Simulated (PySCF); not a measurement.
Gas-phase reaction: 4 SiH₃I = SiI₄ + 3 SiH₄

Method: PySCF energies (xtb for GFN2) plus ideal-gas RRHO corrections (1 bar). † marks an energy on the PBE0/def2-TZVP geometry and frequencies; other levels use their own. MP2 and CCSD(T) freeze the core. All species are closed-shell singlets. I: scalar-relativistic def2 core potential, no spin-orbit coupling. MP2 isn't extrapolated to the basis-set limit; its ΔH°(298 K) is -6.7 kJ in def2-SVP and -18.0 kJ in def2-TZVPP. CCSD(T) isn't extrapolated to the basis-set limit. The harmonic model lacks anharmonicity and excited electronic states, which grow with temperature; levels with a mode under 35 cm⁻¹ are left out. Soft modes under 120 cm⁻¹ make the harmonic entropy rough for SiI₄.

ΔH° and ΔS° at 298 K: BLYP/def2-TZVP† 12 kJ, -55 J/K; CCSD(T)/def2-SVP† 4 kJ, -55 J/K; GFN2-xTB 141 kJ, -52 J/K; MP2/def2-TZVPP† -18 kJ, -55 J/K; PBE/def2-TZVP† 2 kJ, -55 J/K.

Question: With the heat capacities included, give log10 K (1 bar) at 500, 800, 1000, 1200, 2500 K from BLYP/def2-TZVP†, CCSD(T)/def2-SVP†, GFN2-xTB, MP2/def2-TZVPP†, PBE/def2-TZVP†.

Answer: 
```csv
T (K),BLYP/def2-TZVP†,CCSD(T)/def2-SVP†,GFN2-xTB,MP2/def2-TZVPP†,PBE/def2-TZVP†
500,-4.1,-3.3,-17.4,-1.0,-3.0
800,-3.5,-3.1,-11.8,-1.6,-2.9
1000,-3.4,-3.0,-9.9,-1.8,-2.9
1200,-3.3,-2.9,-8.7,-2.0,-2.8
2500,-2.9,-2.8,-5.4,-2.3,-2.7
```
